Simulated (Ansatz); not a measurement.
Method: frozen-core CCSD(T)/cc-pVTZ // PBE0-D4/def2-TZVP (Ansatz, an electronic-structure program).

Ansatz 0.2 input:
```yaml
crystal:
  periodic: [false, false, false]
  atoms:
    - { symbol: N, position_ang: [2.482596, 0.080851, -0.069749] }
    - { symbol: C, position_ang: [1.463684, -0.442084, -0.22208] }
    - { symbol: O, position_ang: [0.327483, -1.008394, -0.389715] }
    - { symbol: C, position_ang: [-0.790269, -0.224544, 0.152203] }
    - { symbol: O, position_ang: [-0.934256, 0.970858, -0.481483] }
    - { symbol: H, position_ang: [-0.609689, -0.133131, 1.227498] }
    - { symbol: H, position_ang: [-1.655579, -0.8453, -0.063248] }
    - { symbol: H, position_ang: [-0.28397, 1.601744, -0.153429] }
basis:
  gaussian: { orbitals: cc-pVTZ }
correlation:
  method: ccsd_t
```

Output:

```
Functional definition: HF
1142 factors; integrals over basis functions are off by at most 1.1e-3 eV
mean field evaluation 1: about -7661.3746 eV, gradient 4.5e1 eV
mean field evaluation 2: about -7661.7107 eV, gradient 4.6e1 eV
mean field evaluation 4: about -7665.9639 eV, gradient 5.5e0 eV
mean field evaluation 8: about -7666.0708 eV, gradient 5.5e-1 eV
mean field evaluation 16: about -7661.3750 eV, gradient 4.5e1 eV
mean field -7666.07256123 eV, -281.7229703745 hartree, gradient 1.9e-6 eV, S^2 0.000000; 0 other end points of the search recorded, 0 dependent functions left out
5 core orbitals not correlated
reference -7666.07256123 eV, -281.7229703745 hartree; 14, 14 occupied and 173, 173 virtual orbitals, 1142 factors
second order -26.60501212 eV of doubles, -0.00000000 eV of singles
cycle   1  -25.99273700 eV  change    6.1e-1 eV  update   1.2e-1
cycle   2  -26.70097806 eV  change   -7.1e-1 eV  update   3.7e-2
cycle   3  -26.85946257 eV  change   -1.6e-1 eV  update   1.7e-2
cycle   4  -26.84444632 eV  change    1.5e-2 eV  update   4.1e-3
cycle   5  -26.84452442 eV  change   -7.8e-5 eV  update   1.9e-3
cycle   6  -26.84626291 eV  change   -1.7e-3 eV  update   5.2e-4
cycle   7  -26.84603106 eV  change    2.3e-4 eV  update   2.0e-4
cycle   8  -26.84592566 eV  change    1.1e-4 eV  update   6.7e-5
cycle   9  -26.84594707 eV  change   -2.1e-5 eV  update   2.4e-5
perturbative correction -1.19324227 eV, -0.0438508445 hartree
Total energy: -7694.11175057 eV, -282.7533915771 hartree
```

Cost: roughly 3 core-minutes.
